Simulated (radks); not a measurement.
Neutral fluorine inside a hard spherical wall (all orbitals vanish at R), configuration held at [He] 2s2 2p5 and not refilled when levels cross. All-electron calculation, scalar-relativistic Kohn-Sham, PBEsol, spin-polarised, spherical densities, finite nucleus; open shells are filled with parallel spins first; Fermi nuclear charge, rms radius 2.8976 fm. Program: a radial shooting solver on a logarithmic mesh with Libxc functionals. Eigenvalues in eV for spin up, with the zero of energy where the potential of the charges vanishes at infinity; a dash marks a level that is unbound or too diffuse for the functional's potential to be trusted. A positive occupied level is held by the wall or, in an anion where self-interaction has pushed it up, behind a barrier. The pressure on the wall is -dE/dV.

\begin{tabular}{lrrrrrrrr}
R (bohr) & E (hartree) & kinetic (hartree) & e(1s) & e(2s) & e(2p) & e(3s, empty) & e(3p, empty) & pressure (GPa) \\ \hline
free & -99.46302 & 99.343 & -661.43 & -30.486 & -11.800 & - & - & 0 \\
20 & -99.46302 & 99.343 & -661.43 & -30.486 & -11.800 & - & - & < 0.0001 \\
7 & -99.46292 & 99.345 & -661.41 & -30.476 & -11.789 & 1.591 & 4.179 & 0.00818 \\
5 & -99.45940 & 99.372 & -661.13 & -30.274 & -11.579 & 5.486 & 9.693 & 0.623 \\
4 & -99.43947 & 99.498 & -660.13 & -29.594 & -10.840 & 11.828 & 17.418 & 6.61 \\
3.5 & -99.40048 & 99.712 & -658.67 & -28.655 & -9.787 & 18.491 & 24.839 & 23.8 \\
3 & -99.28915 & 100.257 & -655.51 & -26.653 & -7.502 & 30.659 & 37.496 & 95.1 \\
1.5 & -93.48137 & 117.756 & -594.16 & 22.783 & 43.883 & 249.14 & 228.74 & 17000 \\
\end{tabular}
